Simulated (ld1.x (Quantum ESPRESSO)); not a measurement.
# Logarithmic derivatives: He (Z = 2), ultrasoft

ld1.x (Quantum ESPRESSO) 7.5 input, shortened:

```
&input
   title='He', zed=2., rel=0, dft='PW91', iswitch=3,
   config='[He] 2p-2'
 /
 &inputp
   pseudotype=3, tm=.true., lloc=1,
   nlcc=.false.,
   which_augfun='PSQ', rmatch_augfun=0.52
 /
3
1S  1  0   2.00   0.00  0.62  0.76  0.0
1S  1  0   0.00  -0.70  0.62  0.76  0.0
2P  2  1  -2.00   0.20  0.62  0.62  0.0
 &test
   configts(1)='1s2'
 /
```

The phase is arctan(r·u′/u) with u = r·R(r), unwrapped; energies in Ry, scanned from -3 to 5 Ry. A pole is an energy at which the radial function vanishes at the test radius. The pseudo phase is shifted by a multiple of π to meet the all-electron one at the reference energy, and phase errors are pseudo minus all-electron; the curves can meet again beyond the range given. Levels narrower than the energy grid can be missing from the lists of poles.

Task: For each channel, where are the poles, and over which energies does the pseudopotential scatter like the atom?

Result:

| channel | radius (bohr) | reference energy (Ry) | poles, all-electron | poles, pseudo | unbroken range about the reference energy with phases within 0.05 rad | phase error 1 Ry above the reference energy (rad) |
| --- | --- | --- | --- | --- | --- | --- |
| s | 0.85 | -1.17 | 4.61 | 4.62 | the whole range | -0.000 |
| p | 0.85 | 0.20 | none | none | the whole range | +0.000 |

Phases in the s channel:

```tsv
E (Ry)	all-electron	pseudo
-3.00	0.446	0.446
-2.52	0.272	0.272
-2.04	0.057	0.057
-1.56	-0.189	-0.189
-1.08	-0.442	-0.442
-0.60	-0.673	-0.673
-0.12	-0.867	-0.867
0.36	-1.021	-1.021
0.84	-1.142	-1.142
1.32	-1.238	-1.238
1.80	-1.315	-1.315
2.28	-1.377	-1.377
2.76	-1.429	-1.429
3.24	-1.474	-1.473
3.72	-1.512	-1.511
4.20	-1.545	-1.545
4.68	-1.575	-1.574
```
